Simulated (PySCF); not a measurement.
**Electron correlation in B⁺ (boron, charge +1)**

[He] 2s2, closed-shell 1S. All numbers are calculated (PySCF 2.14, scalar relativity by spin-free X2C-1e, in Sapporo-DZP-2012). Frozen: 1s2; 2 electrons correlated.

Total MP2 correlation energy: -33.35 mhartree.

Same-spin part 0.00 and opposite-spin part -33.35 mhartree; SCS-MP2 scales them by 1/3 and 6/5 to -40.02 mhartree.

With two correlated electrons CCSD is exact within the correlated space (frozen core and kept virtual orbitals).

```
level  correlation energy (mhartree)
 CCSD                         -59.28
```

Diagnostics: T1 = 0.012, D1 = 0.0176, largest double amplitude 0.152.

A double-excitation amplitude exceeds 0.15, a sign of near-degeneracy.

Cost of the coupled-cluster step: 0.06 s of wall time on 1 thread of Neoverse-V1 (shared host), for 2 correlated electrons.

Iterations:

```
CC2 = 0
CCSD nocc = 1, nmo = 17
frozen orbitals [0]
max_cycle = 100
direct = 0
conv_tol = 1e-08
conv_tol_normt = 1e-06
diis_space = 8
diis_start_cycle = 0
Init t2, MP2 energy = -24.2734367402212  E_corr(MP2) -0.0333492428760783
Init E_corr(CCSD) = -0.0333492428760784
cycle = 1  E_corr(CCSD) = -0.0465512523554798  dE = -0.0132020095  norm(t1,t2) = 0.0676421
cycle = 2  E_corr(CCSD) = -0.0527417995981184  dE = -0.00619054724  norm(t1,t2) = 0.0355468
cycle = 3  E_corr(CCSD) = -0.0594085615312265  dE = -0.00666676193  norm(t1,t2) = 0.0189715
cycle = 4  E_corr(CCSD) = -0.0592468020385864  dE = 0.000161759493  norm(t1,t2) = 0.000503347
cycle = 5  E_corr(CCSD) = -0.0592962959539054  dE = -4.94939153e-05  norm(t1,t2) = 0.000120259
cycle = 6  E_corr(CCSD) = -0.059272702259074  dE = 2.35936948e-05  norm(t1,t2) = 5.95219e-05
cycle = 7  E_corr(CCSD) = -0.0592752176319156  dE = -2.51537284e-06  norm(t1,t2) = 7.83254e-06
cycle = 8  E_corr(CCSD) = -0.0592753123479382  dE = -9.47160226e-08  norm(t1,t2) = 2.25973e-07
cycle = 9  E_corr(CCSD) = -0.0592752958355588  dE = 1.65123794e-08  norm(t1,t2) = 1.03294e-07
cycle = 10  E_corr(CCSD) = -0.0592752744745894  dE = 2.13609695e-08  norm(t1,t2) = 5.49108e-08
cycle = 11  E_corr(CCSD) = -0.0592752778897317  dE = -3.41514234e-09  norm(t1,t2) = 8.48496e-09
CCSD converged
E(CCSD) = -24.29936277523489  E_corr = -0.05927527788973169
```
